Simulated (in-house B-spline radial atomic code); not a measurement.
The outermost shell (largest non-relativistic mean radius) with and without relativity; Dirac values are averaged over j. Computed with a B-spline radial code for spherical atoms: non-relativistic Hartree-Fock and Dirac-Hartree-Fock, averages of the configuration (point nuclei without relativity, finite nuclei with it).

| ion | configuration | outermost shell | radius non-relativistic (bohr) | radius Dirac (bohr) | radius change (%) | level non-relativistic (eV) | level Dirac (eV) | spin-orbit splitting (eV) |
| --- | --- | --- | --- | --- | --- | --- | --- | --- |
| Zr2+ | [Kr] 4d2 | 4d | 1.9815 | 2.0066 | 1.2649 | -22.416 | -22.056 | 0.12018 |
| Nb2+ | [Kr] 4d3 | ? | ? | ? | ? | ? | ? | ? |
| Mo2+ | [Kr] 4d4 | 4d | 1.6981 | 1.7159 | 1.0511 | -26.623 | -26.217 | 0.22923 |
| Tc2+ | [Kr] 4d5 | 4d | 1.5912 | 1.6069 | 0.9821 | -28.663 | -28.229 | 0.29703 |
| Ru2+ | [Kr] 4d6 | 4d | 1.4997 | 1.5136 | 0.92705 | -30.681 | -30.216 | 0.37471 |
| Rh2+ | [Kr] 4d7 | 4d | 1.4199 | 1.4325 | 0.8817 | -32.686 | -32.188 | 0.46307 |
| Pd2+ | [Kr] 4d8 | ? | ? | ? | ? | ? | ? | ? |
| Ag2+ | [Kr] 4d9 | 4d | 1.287 | 1.2974 | 0.81033 | -36.680 | -36.11 | 0.6753 |
| Cd2+ | [Kr] 4d10 | 4d | 1.2309 | 1.2405 | 0.78125 | -38.677 | -38.068 | 0.80101 |

Question: Fill in the row of Nb2+.

Answer: outermost shell: 4d; radius non-relativistic (bohr): 1.8254; radius Dirac (bohr): 1.8462; radius change (%): 1.141; level non-relativistic (eV): -24.547; level Dirac (eV): -24.166; spin-orbit splitting (eV): 0.17053.

Question: Fill in the row of Pd2+.

Answer: outermost shell: 4d; radius non-relativistic (bohr): 1.3496; radius Dirac (bohr): 1.361; radius change (%): 0.84339; level non-relativistic (eV): -34.684; level Dirac (eV): -34.151; spin-orbit splitting (eV): 0.56297.

Question: Which member changes most?

Answer: Zirconium (Zr2+): its 4d shell expands by 1.3 %.
